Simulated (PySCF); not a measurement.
SMILES C[S][Cd][GeH3], PBE0/def2-SVP optimised geometry.

```
10

Cd     0.42    -0.75     0.00
S     -1.95    -0.79    -0.04
C     -2.43     0.71     0.90
H     -2.07     0.68     1.94
H     -3.52     0.72     0.91
H     -2.08     1.63     0.41
Ge     2.96    -0.75     0.00
H      3.53    -1.28     1.33
H      3.52    -1.63    -1.13
H      3.52     0.68    -0.20
```

Density from PySCF with PBE0/def2-TZVP, def2 effective core potentials past Kr at that geometry. The core electrons that the potentials of Cd replace are not part of the density.

Minimum of the electron density along straight lines between bonded atoms, close to the bond critical point (lines longer than 1.1 times the sum of covalent radii, or with two minima, are not listed):

```
bond     length / Å  ρ at the minimum / e bohr⁻³  ∇²ρ there / e bohr⁻⁵  position (fraction from the first atom)
-------  ----------  ---------------------------  --------------------  ---------------------------------------
Cd1–S2        2.371                        0.084                     …                                     0.48
S2–C3         1.829                        0.173                 -0.27                                     0.52
C3–H4         1.099                        0.275                 -0.93                                     0.64
C3–H5         1.099                        0.274                 -0.93                                     0.65
C3–H6         1.099                        0.275                 -0.93                                     0.64
Cd1–Ge7       2.537                            …                     …                                     0.50
Ge7–H8        1.543                        0.130                  0.06                                     0.59
Ge7–H9        1.543                        0.130                  0.06                                     0.59
Ge7–H10       1.544                        0.130                  0.06                                     0.59
```

Fill in the missing entries.


- Cd1–S2, ∇²ρ there / e bohr⁻⁵: 0.16
- Cd1–Ge7, ρ at the minimum / e bohr⁻³: 0.070
- Cd1–Ge7, ∇²ρ there / e bohr⁻⁵: 0.01
